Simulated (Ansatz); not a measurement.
Isolated molecules relaxed with PBE0-D4/def2-TZVP in Ansatz; ΔE leaves out vibrations. CCSD(T)/CBS is the MP2 limit (def2-TZVPP, def2-QZVPP) plus CCSD(T) − MP2 in def2-TZVPP, frozen cores. This one scheme is used for every species. DFT in def2-TZVPP. One conformer a species, not always the lowest.

`CO[SiH](N)O` + `[SiH3]S` → `N[SiH](O)S[SiH3]` + CH₃OH  (ligand exchange at the Si–O bond)

| species | BHLYP energy (Eh) |
| --- | --- |
| `CO[SiH](N)O` | -537.12890 |
| `[SiH3]S` | -690.12585 |
| `N[SiH](O)S[SiH3]` | -1111.52692 |
| CH₃OH | -115.70722 |

(1) Work out ΔE.

Largest T1 diagnostic among the species: 0.011.

## Answers

(1) ΔE = (-1111.52692) + (-115.70722) − (-537.12890) − (-690.12585) = 0.02061 Eh = +0.56 eV. CCSD(T)/CBS gives +0.42 eV.

The D4 term adds −0.08 eV with B3LYP and −0.04 eV with PBE0; it sums over pairs of atoms, weighted by their polarisabilities, and B3LYP, whose exchange is more repulsive, gets the larger term. Leaving LDA and LC-ωPBE aside and taking each functional with its dispersion term where it has one, the values, not all of them listed here, spread over 0.24 eV, from revPBE-D4 to CAM-B3LYP-D4. LDA lies +0.03 eV from PBE without D4. In def2-TZVPP, CCSD(T) changes the Hartree–Fock value by −0.17 eV (the triples alone add −0.04 eV) and MP2 by −0.22 eV.

B3LYP here is the variant with VWN-RPA as its local correlation; programs differ in this.
